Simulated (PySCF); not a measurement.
## Stretching AlAs⁺

Set-up: basis Al pcseg-1, As pcseg-1; no relativity; PySCF 2.14. Energies in eV from Al⁺ + As in their ground configurations at the same level. State: ⁴Σ⁻ (quartet), unpaired electrons σ ↑, π ↑↑.

| R (Å) | r²SCAN | ROHF-CCSD | PBE | TPSSh |
| --- | --- | --- | --- | --- |
| 2.250 | -0.6008 |  | -0.5416 | -0.5001 |
| 2.354 | -0.8064 | 0.0538 | -0.7727 | -0.7144 |
| 2.459 | -0.8967 | -0.1152 | -0.8877 | -0.8155 |
| 2.538 | -0.9150 | -0.1943 | -0.9233 | -0.8433 |
| 2.616 | -0.9059 | -0.2441 | -0.9300 | -0.8444 |
| 2.695 | -0.8791 | -0.2741 | -0.9170 | -0.8281 |
| 2.799 | -0.8280 | -0.2939 | -0.8810 | -0.7904 |
| 2.930 | -0.7544 | -0.2982 | -0.8205 | -0.7308 |
| 3.087 | -0.6663 | -0.2867 | -0.7408 | -0.6538 |
| 3.296 | -0.5590 |  | -0.6372 | -0.5542 |

Question: Put a parabola through the three lowest points of the r²SCAN curve and estimate Re, k and ωe (reduced mass 19.84 u; 1 eV/Å² = 0.16022 mdyn/Å; ωe = 1302.8·√(k/μ) cm⁻¹).

Answer: Through R = 2.459, 2.538, 2.616 Å the second-order coefficient is 2.22 eV/Å², so Re ≈ 2.551 Å, k ≈ 0.711 mdyn/Å and ωe ≈ 247 cm⁻¹. A polynomial fit of higher order to the unrounded r²SCAN energies gives Re = 2.545 Å, k = 0.677 mdyn/Å, ωe = 241 cm⁻¹; anharmonicity and rounding make the difference.

The higher-order fit for each curve: r²SCAN: Re = 2.545 Å, ωe = 241 cm⁻¹, De = 0.92 eV; PBE: Re = 2.599 Å, ωe = 217 cm⁻¹, De = 0.93 eV; TPSSh: Re = 2.579 Å, ωe = 217 cm⁻¹, De = 0.85 eV. ROHF-CCSD gives no reliable minimum on this grid.

Correlated steps freeze 14 core orbitals. Correlated levels converge slowly with the basis: in double zeta they bind strong bonds too weakly, by up to about 1 eV, and carry superposition errors of some tenths. Spin–orbit coupling is left out. For an ion De counts to the pair picked by the measured ionisation energies or electron affinities, which need not be the lowest pair at this level. The state is the lowest determinant that a PBE0 search found; another state may lie lower at other levels.
